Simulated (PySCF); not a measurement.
Isomers of C4H9ClSi.

All values: PBE0/pcSseg-1 (PySCF) at GFN2-xTB geometries, gas phase, one conformer each.

Task: Rank by HOMO energy, highest first.
A. `[CH2:1]=[C:2]([Cl:3])[SiH:4]([CH3:5])[CH3:6]` with C1–C2–Si4–C5 -123°
B. `[CH2:1]=[C:2]([Cl:3])[C@@H:4]([CH3:5])[SiH3:6]` with C1–C2–C4–C5 119°
C. `[Cl:1][C@@H:2]1[CH2:3][CH2:4][SiH2:5][CH2:6]1` with Cl1–C2–C3–C4 -68°, C2–C3–C4–Si5 -32°, C3–C4–Si5–C6 7°, C4–Si5–C6–C2 19°
D. `[Cl:1][SiH:2]1[CH2:3][CH2:4][CH2:5][CH2:6]1` with Cl1–Si2–C3–C4 132°, Si2–C3–C4–C5 -39°, C3–C4–C5–C6 51°, C4–C5–C6–Si2 -37°

Result: B (-7.23 eV), A (-7.46 eV), D (-8.04 eV), C (-8.29 eV).

Task: Rank by HOMO–LUMO gap, highest first.
A. `[Cl:1][SiH:2]1[CH2:3][CH2:4][CH2:5][CH2:6]1` with Cl1–Si2–C3–C4 132°, Si2–C3–C4–C5 -39°, C3–C4–C5–C6 51°, C4–C5–C6–Si2 -37°
B. `[CH2:1]=[C:2]([Cl:3])[C@@H:4]([CH3:5])[SiH3:6]` with C1–C2–C4–C5 119°
C. `[Cl:1][C@@H:2]1[CH2:3][CH2:4][SiH2:5][CH2:6]1` with Cl1–C2–C3–C4 -68°, C2–C3–C4–Si5 -32°, C3–C4–Si5–C6 7°, C4–Si5–C6–C2 19°

Result: C (9.08 eV), A (8.78 eV), B (7.13 eV).

Task: Rank by the lowest Hirshfeld charge on any atom, lowest value first.
A. `[CH2:1]=[C:2]([Cl:3])[C@@H:4]([CH3:5])[SiH3:6]` with C1–C2–C4–C5 119°
B. `[CH2:1]=[C:2]([Cl:3])[SiH:4]([CH3:5])[CH3:6]` with C1–C2–Si4–C5 -123°
C. `[Cl:1][C@@H:2]1[CH2:3][CH2:4][SiH2:5][CH2:6]1` with Cl1–C2–C3–C4 -68°, C2–C3–C4–Si5 -32°, C3–C4–Si5–C6 7°, C4–Si5–C6–C2 19°

Result: B (-0.216 e), C (-0.171 e), A (-0.122 e).

All values together:

```csv
SMILES,μ (D),HOMO (eV),LUMO (eV),lowest IAO charge (e),highest IAO charge (e),lowest Hirshfeld charge (e),highest Hirshfeld charge (e)
Cl[C@@H]1CC[SiH2]C1,2.01,-8.29,0.79,-0.547 (C),+0.733 (Si),-0.171 (C),+0.334 (Si)
C=C(Cl)[SiH](C)C,1.35,-7.46,-0.40,-0.720 (C),+0.927 (Si),-0.216 (C),+0.371 (Si)
Cl[SiH]1CCCC1,1.87,-8.04,0.73,-0.556 (C),+0.915 (Si),-0.165 (C),+0.368 (Si)
C=C(Cl)[C@@H](C)[SiH3],1.58,-7.23,-0.10,-0.414 (C),+0.596 (Si),-0.122 (C),+0.300 (Si)
```

Conformers: `[Cl:1][C@@H:2]1[CH2:3][CH2:4][SiH2:5][CH2:6]1` with Cl1–C2–C3–C4 -68°, C2–C3–C4–Si5 -32°, C3–C4–Si5–C6 7°, C4–Si5–C6–C2 19°; `[CH2:1]=[C:2]([Cl:3])[SiH:4]([CH3:5])[CH3:6]` with C1–C2–Si4–C5 -123°; `[Cl:1][SiH:2]1[CH2:3][CH2:4][CH2:5][CH2:6]1` with Cl1–Si2–C3–C4 132°, Si2–C3–C4–C5 -39°, C3–C4–C5–C6 51°, C4–C5–C6–Si2 -37°; `[CH2:1]=[C:2]([Cl:3])[C@@H:4]([CH3:5])[SiH3:6]` with C1–C2–C4–C5 119°.
